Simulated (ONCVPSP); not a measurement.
## Configuration tests for B (Z = 5) (ONCV)

B (Z = 5), optimised norm-conserving Vanderbilt (ONCV), made with ONCVPSP 4.0.1 (PW91, scalar-relativistic). Core [He], reference 2s2 2p1. Waves: 2s: rc 1.20 bohr, ncon 5, nbas 10, qcut 4.4 1/bohr, 2 projectors, debl 2.6 Ha; 2p: rc 2.80 bohr, ncon 4, nbas 8, qcut 3.8 1/bohr, 2 projectors, debl 0.4 Ha. Local part: polynomial inside 0.90 bohr (lpopt 5, dvloc0 3 Ha). Core correction: Teter function, fcfact 2.75, rcfact 1.3.

Energies are relative to the spin-unpolarised reference configuration 2s2 2p1; without spin polarisation the order of configurations can differ from experiment.

| valence configuration | charge | ΔE all-electron (eV) | error AE − PS (meV) |
| --- | --- | --- | --- |
| 2s1 2p0 | +2 | 33.736 | +307 |
| 2s1 2p1 | +1 | 14.407 | -38 |

What are ΔE and the potential's error for 2s2 2p0.5?

ΔE = 2.911 eV all-electron; the error (AE − PS) is +14 meV.

What are ΔE and the potential's error for 2s2 2p0?

ΔE = 8.268 eV all-electron; the error (AE − PS) is +95 meV.

Levels in the configuration 2s2 2p0.5:

```tsv
level	all-electron (eV)	pseudo (eV)
2s	-14.175	-14.137
2p	-8.137	-8.063
```
